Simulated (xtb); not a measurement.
xtb input (GFN1-xTB):

```bash
xtb mol.xyz --gfn 1 --sp --chrg 0 --uhf 0
```
mol.xyz:
```
13

C      1.32087976     2.45053667     1.15302566
C      1.47004532     1.41849731     0.54675612
Si     1.59910935    -0.17002501    -0.34538371
Si    -0.36441099    -1.38148285     0.07176169
Si    -2.22318085    -0.03326961    -0.39814655
H      1.19726026     3.36345379     1.68493255
H      1.72989316     0.10732253    -1.79511285
H      2.81126005    -0.88722424     0.11392818
H     -0.38934244    -1.80449433     1.49502517
H     -0.38416306    -2.60043367    -0.77817228
H     -3.48516129    -0.79953986    -0.25350839
H     -2.13206091     0.47173907    -1.78979296
H     -2.25448114     1.12185734     0.52877004
```

End of the output:

```
         :::::::::::::::::::::::::::::::::::::::::::::::::::::
         ::                     SUMMARY                     ::
         :::::::::::::::::::::::::::::::::::::::::::::::::::::
         :: total energy             -14.011492351586 Eh    ::
         :: gradient norm              0.035433041946 Eh/a0 ::
         :: HOMO-LUMO gap              3.533487725906 eV    ::
         ::.................................................::
         :: SCC energy               -14.220570599144 Eh    ::
         :: -> electrostatic           0.011382652731 Eh    ::
         :: repulsion energy           0.214713518367 Eh    ::
         :: dispersion energy         -0.005635270808 Eh    ::
         :: halogen bond corr.         0.000000000000 Eh    ::
         :: add. restraining           0.000000000000 Eh    ::
         :: total charge              -0.000000000000 e     ::
         :::::::::::::::::::::::::::::::::::::::::::::::::::::

           -------------------------------------------------
          |                Property Printout                |
           -------------------------------------------------

    * Orbital Energies and Occupations

         #    Occupation            Energy/Eh            Energy/eV
      -------------------------------------------------------------
         1        2.0000           -0.6710075             -18.2590
         2        2.0000           -0.6472815             -17.6134
         3        2.0000           -0.6365127             -17.3204
         4        2.0000           -0.6055134             -16.4769
         5        2.0000           -0.5775869             -15.7169
         6        2.0000           -0.4926257             -13.4050
         7        2.0000           -0.4911206             -13.3641
         8        2.0000           -0.4875174             -13.2660
         9        2.0000           -0.4856873             -13.2162
        10        2.0000           -0.4845623             -13.1856
        11        2.0000           -0.4802742             -13.0689
        12        2.0000           -0.4697171             -12.7817
        13        2.0000           -0.4391957             -11.9511
        14        2.0000           -0.4070018             -11.0751 (HOMO)
        15                         -0.2771485              -7.5416 (LUMO)
        16                         -0.2764643              -7.5230
Note: The following floating-point exceptions are signalling: IEEE_DENORMAL
normal termination of xtb
        17                         -0.2606305              -7.0921
        18                         -0.2570735              -6.9953
        19                         -0.2388149              -6.4985
        20                         -0.2227007              -6.0600
        21                         -0.2048083              -5.5731
        22                         -0.1854449              -5.0462
        23                         -0.1674879              -4.5576
        24                         -0.1414216              -3.8483
        25                         -0.1283853              -3.4935
       ...                                ...                  ...
        51                          1.5817754              43.0423
      -------------------------------------------------------------
                  HL-Gap            0.1298533 Eh            3.5335 eV
             Fermi-level           -0.3420751 Eh           -9.3083 eV

  Mulliken/CM5 charges         n(s)   n(p)   n(d)
     1C    -0.00511 -0.05410   1.119  2.887  0.000
     2C    -0.09808 -0.06131   1.161  2.937  0.000
     3Si    0.17727 -0.02828   1.303  1.966  0.553
     4Si    0.07942 -0.08631   1.353  2.145  0.423
     5Si    0.18386 -0.05880   1.339  2.042  0.436
     6H     0.06312  0.11681   0.937  0.000  0.000
     7H    -0.05803  0.02440   1.058  0.000  0.000
     8H    -0.05585  0.02643   1.056  0.000  0.000
     9H    -0.05314  0.02891   1.053  0.000  0.000
    10H    -0.05310  0.02865   1.053  0.000  0.000
    11H    -0.05937  0.02163   1.059  0.000  0.000
    12H    -0.06043  0.02084   1.060  0.000  0.000
    13H    -0.06056  0.02113   1.061  0.000  0.000

Wiberg/Mayer (AO) data.
largest (>0.10) Wiberg bond orders for each atom

 ---------------------------------------------------------------------------
     #   Z sym  total        # sym  WBO       # sym  WBO       # sym  WBO
 ---------------------------------------------------------------------------
     1   6 C    3.977 --     2 C    2.779     6 H    0.978     3 Si   0.181
     2   6 C    3.943 --     1 C    2.779     3 Si   1.074
     3  14 Si   4.242 --     2 C    1.074     4 Si   0.982     7 H    0.899
                             8 H    0.898     1 C    0.181     5 Si   0.106
     4  14 Si   4.095 --     5 Si   1.030     3 Si   0.982    10 H    0.883
                             9 H    0.882
     5  14 Si   3.968 --     4 Si   1.030    12 H    0.907    13 H    0.907
                            11 H    0.907     3 Si   0.106
     6   1 H    0.993 --     1 C    0.978
     7   1 H    0.990 --     3 Si   0.899
     8   1 H    0.990 --     3 Si   0.898
     9   1 H    0.990 --     4 Si   0.882
    10   1 H    0.986 --     4 Si   0.883
    11   1 H    0.989 --     5 Si   0.907
    12   1 H    0.989 --     5 Si   0.907
    13   1 H    0.990 --     5 Si   0.907
 ---------------------------------------------------------------------------

Topologies differ in total number of bonds
Writing topology from bond orders to xtbtopo.mol

 dipole moment from electron density (au)
     X       Y       Z
   0.0085   0.3455   0.1599  total (Debye):    0.968

           -------------------------------------------------
          | TOTAL ENERGY              -14.011492351586 Eh   |
          | GRADIENT NORM               0.035433041946 Eh/α |
          | HOMO-LUMO GAP               3.533487725906 eV   |
           -------------------------------------------------

------------------------------------------------------------------------
------------------------------------------------------------------------
 total:
 SCF:
```
